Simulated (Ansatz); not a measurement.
Program: Ansatz. Geometries: PBE0-D4/def2-TZVP. ΔE: electronic, gas phase. CCSD(T)/CBS adds triple-zeta CCSD(T) − MP2 to the extrapolated MP2 energy (def2 sets, frozen cores). This one scheme is used for every species. Functionals use def2-TZVPP. One conformer a species, not always the lowest.

Consider the substitution at a C–C bond: `CCC1=CCCCC1` + `NC=O` → `CCNC=O` + `C1=CCCCC1`.

| species | B97M-V energy (Eh) |
| --- | --- |
| `CCC1=CCCCC1` | -313.40636 |
| `NC=O` | -169.93595 |
| `CCNC=O` | -248.58931 |
| `C1=CCCCC1` | -234.74233 |

Q: Work out ΔE.

A: ΔE = (-248.58931) + (-234.74233) − (-313.40636) − (-169.93595) = 0.01067 Eh = +6.7 kcal/mol. CCSD(T)/CBS gives +6.1 kcal/mol.

Largest T1 diagnostic among the species: 0.016.

In def2-TZVPP, CCSD(T) changes the Hartree–Fock value by +2.3 kcal/mol (the triples alone add +0.3 kcal/mol) and MP2 by +3.5 kcal/mol. At CCSD(T), def2-SVP lies −0.9 kcal/mol from the extrapolated value and def2-TZVPP +0.1 kcal/mol.
